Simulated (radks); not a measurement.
Results of a calculation; reference values are marked as such.
The thulium ion Tm4+, configuration [Xe] 4f11. Level of theory: scalar-relativistic Kohn-Sham, PBE, spin-polarised, spherical densities, finite nucleus; open shells are filled with parallel spins first (spin-orbit coupling, left out, can overturn this in heavy ions); Fermi nuclear charge, rms radius 5.2256 fm (a radial shooting solver on a logarithmic mesh with Libxc functionals).

Unscreened Slater integrals over Kohn-Sham orbitals (eV). They are taken over the spin-up orbitals.

| integral | value |
|---|---|
| F0(4f,4f) | 35.608 |
| F2(4f,4f) | 16.984 |
| F4(4f,4f) | 10.666 |
| F6(4f,4f) | 7.6765 |
| F0(4f,5p) | 21.797 |
| F2(4f,5p) | 7.3065 |
| G2(4f,5p) | 3.5256 |
| G4(4f,5p) | 2.7845 |
| F0(4f,5s) | 24.359 |
| G3(4f,5s) | 4.2261 |
| F0(5p,5p) | 18.044 |
| F2(5p,5p) | 9.7768 |
| F0(5p,5s) | 19.221 |
| G1(5p,5s) | 12.902 |
| F0(5s,5s) | 20.745 |

Derived for the open shells (J is the average intra-shell exchange parameter used in DFT+U). 4f: F4/F2 = 0.628, F6/F2 = 0.452, J = (286 F2 + 195 F4 + 250 F6)/6435 = 1.376 eV.
